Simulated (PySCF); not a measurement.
F₆Mo, charge +1, doublet, at a GFN2-xTB geometry (such geometries of metal compounds can be far from the true shape) (the multiplicity is a formal guess) (all electrons, no relativity). Base run: PySCF with M062X/3-21G.

PySCF was given this input:
```python
from pyscf import gto, scf, dft

mol = gto.Mole()
mol.atom = '''
    Mo    0.00000000    0.00000000    0.00000000
    F     1.04528323   -0.44122247   -1.33014128
    F    -1.04528323    0.44122247    1.33014128
    F    -1.11130874    0.74998149   -1.12209214
    F    -0.85378333   -1.51638406   -0.16793906
    F     0.85378333    1.51638406    0.16793906
    F     1.11130874   -0.74998149    1.12209214
'''
mol.basis = '3-21g'
mol.charge = 1
mol.spin = 1
mol.verbose = 4
mol.symmetry = True
mol.build()

mf = dft.UKS(mol)
mf.xc = 'm062x'
mf.kernel()
mf.analyze()
```

The base run was repeated with changes; each row names its change, and settings that it needs were set with it.

| change | ΔE vs base (mEh) | point group used | SCF cycles | outcome |
|---|---|---|---|---|
| base | 0.000 | D2h | 14 | converged |
| irrep_nelec = Ag:(16, 15) B1g:(3, 3) B2g:(3, 3) B3g:(3, 3) B1u:(8, 8) B2u:(8, 8) B3u:(7, 7) | 357.4 | D2h | 23 | converged |
| irrep_nelec = Ag:(15, 15) B1g:(3, 3) B2g:(2, 3) B3g:(3, 3) B1u:(9, 8) B2u:(8, 8) B3u:(8, 7) | - | - | 50 | not converged |
| irrep_nelec = Ag:(15, 15) B1g:(3, 3) B2g:(3, 3) B3g:(2, 3) B1u:(8, 8) B2u:(9, 8) B3u:(8, 7) | 599.4 | D2h | 14 | converged |
| symmetry = off | -0.001 | C1 | 19 | converged |
| irrep_nelec = Ag:(15, 15) B1g:(4, 3) B2g:(2, 3) B3g:(3, 3) B1u:(8, 8) B2u:(8, 8) B3u:(8, 7) | - | - | 50 | not converged |
| symmetry_subgroup = D2 | - | - | - | input refused |
| symmetry_subgroup = C2h | 0.000 | C2h | 15 | converged |
| symmetry_subgroup = C2v | 0.000 | C2v | 14 | converged |

Open shells are given as the SCF converged; they aren't shown to be the lowest states, and a large step between rows can be another state.

- symmetry_subgroup = D2: ended with `pyscf.lib.exceptions.PointGroupSymmetryError: D2 not in Ablien subgroup of Oh`
